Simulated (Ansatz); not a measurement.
**Which is lower?**

The two ends of one reaction step of SiH6OF2, closed shell (PBE0-D4/def2-TZVP).

A:

```
atom    x (Å)    y (Å)    z (Å)
 Si1   1.4997   0.2324   0.1941
  H2  -2.3673   0.7288  -1.5577
  H3   1.8382  -0.5778  -0.9957
  H4   2.6151   1.0478   0.7038
  O5   0.2364   1.2193  -0.0361
  H6  -0.5748  -1.3895   1.1433
  F7   1.1356  -0.8532   1.3423
  H8  -2.4101   0.1277  -1.1137
  F9  -1.3784  -1.3882   0.6740
 H10  -0.5943   0.8527  -0.3543
```

B:

```xyz
10
angstrom
Si 0.6332 0.7468 -0.2927
H -0.8469 0.4769 -0.1795
H 1.2539 -0.4458 -0.9146
H 1.1571 1.0644 1.0465
O 0.8428 2.0932 -1.2116
H -0.4640 -1.9121 1.3572
F 0.4257 -1.7032 1.5454
H -1.7128 -0.7684 0.2149
F -1.9962 -1.5792 0.5917
H 0.7072 2.0274 -2.1573
```

Ansatz 0.2.0; basis: def2-TZVPP; cores frozen in the correlated methods. B3LYP uses VWN-RPA correlation.

(1) Which structure is lower at CCSD(T), and by how much? (To be estimated.)

The T1 diagnostic stays at or below 0.011.

## Answers

(1) The calculation gives: A, by 129.4 kJ/mol (electronic energy, against the other). By their contacts, A is a complex of SiH₃OF ([OH][SiH2][F]) + HF + H₂ and B is a complex of SiH₄O ([OH][SiH3]) + HF + HF.

All methods give the same order:

| method | E(B) − E(A) (kJ/mol) |
| --- | --- |
| SPW92 | 110.9 |
| PBE-D4 | 117.7 |
| BLYP-D4 | 128.7 |
| r2SCAN-D4 | 132.3 |
| B97M-V | 129.7 |
| PBE0-D4 | 120.5 |
| B3LYP-D4 | 130.0 |
| r2SCAN0-D4 | 131.3 |
| BHLYP-D4 | 134.3 |
| CAM-B3LYP-D4 | 132.1 |
| wB97X-V | 130.1 |
| wB97M-V | 131.1 |
| B2PLYP | 132.0 |
| PBE-QIDH | 127.1 |
| RPA on PBE | 129.0 |
| HF | 140.1 |
| MP2 | 133.8 |
| CCSD | 129.8 |
| CCSD(T) | 129.4 |

Labels in which every atom is bracketed show which atoms are joined, not bond orders.

For scale, one of the runs: CCSD(T)/def2-TZVPP, 219 basis functions, launched by `ansatz run in.yaml --threads 4 --pin off --events-out ev --progress --plain --max-ram 9574MiB`. Time: 90 s of wall clock on 4 CPU threads of an Arm Neoverse V1; the host was shared. Peak host memory: 3.5 GiB.
